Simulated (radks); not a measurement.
Results of a calculation; reference values are marked as such.
Neutral silicon inside a hard spherical wall (all orbitals vanish at R), configuration held at [Ne] 3s2 3p2 and not refilled when levels cross. Level of theory: scalar-relativistic Kohn-Sham, r2SCAN, spin-polarised, spherical densities, finite nucleus; open shells are filled with parallel spins first; meta-GGA in the generalised Kohn-Sham scheme; Fermi nuclear charge, rms radius 3.1224 fm (a radial shooting solver on a logarithmic mesh with Libxc functionals). Eigenvalues in eV for spin up, with the zero of energy where the potential of the charges vanishes at infinity; a dash marks a level that is unbound or too diffuse for the functional's potential to be trusted. A positive occupied level is held by the wall or, in an anion where self-interaction has pushed it up, behind a barrier. The pressure on the wall is -dE/dV.

| R (bohr) | E (hartree) | kinetic (hartree) | e(2s) | e(2p) | e(3s) | e(3p) | e(4s, empty) | e(4p, empty) | pressure (GPa) |
|---|---|---|---|---|---|---|---|---|---|
| free | -289.98054 | 290.713 | -143.32 | -97.540 | -11.963 | -4.836 | - | - | 0 |
| 20 | -289.98054 | 290.713 | -143.32 | -97.540 | -11.963 | -4.836 | - | - | < 0.0001 |
| 10 | -289.98036 | 290.715 | -143.30 | -97.518 | -11.948 | -4.821 | 1.026 | 2.834 | 0.00517 |
| 8 | -289.97849 | 290.731 | -143.16 | -97.375 | -11.857 | -4.718 | 2.443 | 5.271 | 0.0918 |
| 7 | -289.97357 | 290.765 | -142.89 | -97.103 | -11.692 | -4.518 | 4.057 | 7.663 | 0.412 |
| 6 | -289.95636 | 290.870 | -142.19 | -96.409 | -11.279 | -3.989 | 7.234 | 11.855 | 1.97 |
| 5 | -289.89352 | 291.189 | -140.45 | -94.668 | -10.205 | -2.580 | 14.057 | 20.008 | 10.7 |
| 4 | -289.64992 | 292.186 | -136.20 | -90.418 | -7.182 | 1.345 | 30.218 | 37.867 | 66.8 |
| 2.5 | -286.97962 | 299.900 | -116.71 | -70.915 | 16.668 | 29.383 | 126.43 | 134.78 | 1840 |
| 2 | -282.84843 | 310.030 | -101.05 | -55.041 | 49.998 | 64.751 | 234.09 | 236.57 | 7780 |
| 1.5 | -270.11459 | 338.947 | -69.461 | -21.892 | 147.72 | 159.18 | 498.84 | 475.37 | 47400 |
